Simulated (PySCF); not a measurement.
Energy of Ru⁻ (ruthenium, charge -1) between two integer charges

The 5s beta orbital of [Kr] 4d7 5s2 is emptied in steps (occupation f), with all orbitals relaxed, ending at [Kr] 4d7 5s1. Calculation: PySCF 2.14, in aug-cc-pVDZ-PP with ECP28MDF (5s5p4d2f, 54 functions); scalar relativity through the core potential. The exact energy is a straight line in f; departures are measured from the line between the end points of the same method.

| f | UHF (eV) | LDA (eV) | PBE (eV) |
| --- | --- | --- | --- |
| 1 | 0.000 | 0.000 | 0.000 |
| 0.9 | 0.008 | -0.198 | -0.188 |
| 0.7 | 0.015 | -0.475 | -0.452 |
| 0.5 | 0.016 | -0.580 | -0.553 |
| 0.3 | 0.013 | -0.498 | -0.477 |
| 0.1 | 0.005 | -0.217 | -0.209 |
| 0 | 0.000 | 0.000 | 0.000 |

```tsv
method	E(f=0) − E(f=1) (eV)	−ε at f=1 (eV)	−ε at f=0.5 (eV)
UHF	-0.165	-0.074	-0.173
LDA	1.276	-0.891	1.209
PBE	0.993	-1.060	0.916
```

Orbital energy along the path (eV):

| f | UHF | LDA | PBE |
| --- | --- | --- | --- |
| 1 | 0.074 | 0.891 | 1.060 |
| 0.9 | 0.104 | 0.514 | 0.705 |
| 0.7 | 0.145 | -0.307 | -0.067 |
| 0.5 | 0.173 | -1.209 | -0.916 |
| 0.3 | 0.194 | -2.176 | -1.840 |
| 0.1 | 0.211 | -3.188 | -2.838 |
| 0 | 0.218 | -3.703 | -3.316 |

At f = 1 the orbital energy is positive for UHF, LDA, PBE: only the finite basis holds the electron.

Reference removal energy between the ground levels: 1.046 eV (measured; photodetachment measurements, as compiled on the Wikipedia data page of electron affinities). The calculation has no spin-orbit coupling. UHF lacks correlation.
